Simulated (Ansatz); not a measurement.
Molecule: AlH4, charge -1, multiplicity 1. 
Coordinates optimised at B3LYP-D3(BJ)/def2-TZVP (Ansatz, a quantum-chemistry and plane-wave program):
```xyz
5

Al     0.0000     0.0000     0.0000
H      1.1863    -0.2312     1.1097
H     -1.1818     0.9346     0.6495
H     -0.6289    -1.4506    -0.4386
H      0.6245     0.7472    -1.3206
```
Charge -1, spin multiplicity 1.

Basis-set convergence of Hartree-Fock and CCSD correlation energies (hartree) with Ansatz. Valence correlation only, unless marked. Spin-orbit coupling is left out. Non-relativistic. This anion needs diffuse functions, which these sets lack.

| basis | functions | E(HF) | E(corr, CCSD) |
|---|---|---|---|
| cc-pV(D+d)Z | 43 | -244.23607 | -0.13559 |
| cc-pV(T+d)Z | 95 | -244.24914 | -0.15920 |
| cc-pV(Q+d)Z | 184 | (withheld) | (withheld) |

### Question
Complete the blanks.

### Answer

- cc-pV(Q+d)Z, E(HF): -244.25341
- cc-pV(Q+d)Z, E(corr, CCSD): -0.16548
